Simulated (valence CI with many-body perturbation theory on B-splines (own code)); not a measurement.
## Questions on Co13+

Method: configuration interaction combined with many-body perturbation theory (CI+MBPT): four valence electrons over a frozen Dirac-Fock core [Ne], a basis of 9 s, 9 p, 8 d, 6 f, 3 g, 1 h functions for each j, with the one-electron correlation potential Σ1, the two-electron term Σ2, the three-electron term Σ3, Breit, model QED; selected CI, second order for the rest, scaled by the run's own slope (own B-spline code, finite nucleus).

No measured spectrum was set against this ion. As an estimate, levels of excited configurations hold to 0.05 to 0.15 % of their energy, terms of the ground configuration to about 0.5 %.

Rates and lifetimes use the calculated energies. Strong lines usually hold to 10 to 20 %, long lifetimes can be off by a factor of two.

**Question.** What is the ground level?

**Answer.** 3s²3p² ³P_0, composition 93 % 3s²3p² ³P + 4 % 3s²3p² ¹S.

**Question.** Where does the other parity begin?

**Answer.** At 3s3p³ ⁵S°_2, 233890 cm⁻¹.

**Question.** Name the longest-lived excited levels whose lifetime is computed, and their main decay.

**Answer.** 3s²3p² ³P_2 at 22689 cm⁻¹ lives 65.4 ms, mostly by M1 to 3s²3p² ³P_1; 3s²3p² ³P_1 at 11839 cm⁻¹ lives 34.9 ms, mostly by M1 to 3s²3p² ³P_0; 3s²3p² ¹D_2 at 55074 cm⁻¹ lives 3.70 ms, mostly by M1 to 3s²3p² ³P_2. The lifetime of 3s²3p3d ³F°_4 is too uncertain to give, and may be longer.

**Question.** How well does LS coupling describe the low levels?

**Answer.** Among the lowest 20 levels the leading LS term, summed over configurations, holds 89 % on average. For single configurations the figures are 81 % in LS and 66 % in jj coupling. Terms mix most in the J = 2 level at 520980 cm⁻¹, where the leading one holds 50 %.

**Question.** What are the static dipole polarisabilities of the lowest levels?

**Answer.** 3s²3p² ³P_0 0.284; 3s²3p² ³P_1 0.287 (tensor 0.012); 3s²3p² ³P_2 0.288 (tensor -0.016); 3s²3p² ¹D_2 0.288 (tensor 0.040) bohr³, of which the core gives 0.00468.
